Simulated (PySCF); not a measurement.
CH₅S, SMILES [SH2+]C, charge +1. Geometry optimised at PBE-D3(BJ)/def2-TZVP. The isomer is the one that the SMILES or the coordinates give; other isomers of the formula were not compared.

Computed equilibrium geometry at PBE-D3(BJ)/def2-TZVP (PySCF confirms it by a frequency run) as Cartesian coordinates in Å, and its point group:
point group Cs.
```xyz
7

C     -1.1966     0.0304     0.0000
S      0.6196    -0.1133     0.0000
H     -1.5387    -0.4991     0.8981
H     -1.5387    -0.4991    -0.8981
H     -1.5060     1.0797     0.0000
H      0.9246     0.7740     0.9915
H      0.9246     0.7740    -0.9915
```
Charge +1, spin multiplicity 1.
